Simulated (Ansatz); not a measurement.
Harmonic frequencies (cm⁻¹) at PBE0-D4/def2-TZVP from Ansatz: 122, 156, 354, 438, 508, 530, 549, 662, 763, 941, 963, 1069, 1183, 1214, 1245, 1352, 1473, 1974, 3054, 3102, 3117.

**Question.** Which molecule is it?
A. `O[SiH](S)CF`
B. `B/C=C(/N)F`
C. `F[CH]1O[CH2][GaH]1`
D. `B[SiH2]C=O`

**Answer.** C.
